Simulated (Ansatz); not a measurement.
Energy needed to pull apart SnH₂O₂ (SMILES [OH][Sn][OH]), closed shell, into free ground-state atoms, from the structure below (displaced at random from its PBE0-D4/def2-TZVP minimum); no zero-point or spin–orbit terms; open-shell atoms are treated unrestricted, in their ground-state multiplicity.

O1  (-0.993, 0.180, -0.596)
Sn2  (-0.142, -0.955, 0.800)
O3  (1.548, 0.010, 0.631)
H4  (-1.921, 0.019, -0.853)
H5  (1.529, 0.708, -0.087)
(Å)

Computed with Ansatz 0.2.0 (basis: def2-TZVPP); correlated methods freeze the cores. Filled d shells of the heavier atoms are correlated. Core potentials replace the inner electrons of the atoms past krypton. The def2 sets are not built for correlating such inner shells, so the correlated values are less sure here.

```csv
method,atomization energy (kJ/mol)
PBE-D4,?
r2SCAN-D4,1691
PBE0-D4,1653
wB97M-V,1687
HF,?
MP2,1697
CCSD,1595
CCSD(T),1638
```

**Question.** What does HF give? (An estimate is asked for; the value comes from the calculation.)

**Answer.** The calculation gives: 1028 kJ/mol, which is about 610 kJ/mol less than CCSD(T)/def2-TZVPP.

**Question.** What does PBE-D4 give? (To be estimated.)

**Answer.** The calculation gives: 1742 kJ/mol, which is about 104 kJ/mol more than CCSD(T)/def2-TZVPP.

In triple zeta the MP2 and coupled-cluster atomization energies are still short of their basis limit by a few kcal/mol a bond, whereas those of the functionals are nearly converged, so these differences are not deviations from converged CCSD(T).

No T1 diagnostic of these runs exceeds 0.018.

For scale, one of the runs: CCSD(T)/def2-TZVPP forces, 140 basis functions (an equivalent command: `ansatz run in.yaml --threads 2`). Time: 2.5 min of wall clock on 2 CPU threads; the host was shared. Peak host memory: 1.6 GiB.
